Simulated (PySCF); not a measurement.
SiH₂Cl₂, SMILES Cl[SiH2]Cl. Coordinates come from a B3LYP-D3(BJ)/def2-TZVP optimisation. The isomer is the one that the SMILES or the coordinates give; other isomers of the formula were not compared.

TDDFT-CAM-B3LYP/def2-SVPD (PySCF) puts the lowest singlet excitations at 7.56, 7.77, 8.03, 8.23, 8.30, 8.47 eV.

Question: What are the lowest excitation roots from ADC(2)/aug-cc-pVDZ run with PySCF? (The exact figures need the calculation; the answer reports its results.)

Answer: 7.92, 8.04, 8.30, 8.50, 8.52, 8.62 eV. S1 differs by 0.36 eV (second minus first; roots are paired by order, and the bases may differ).
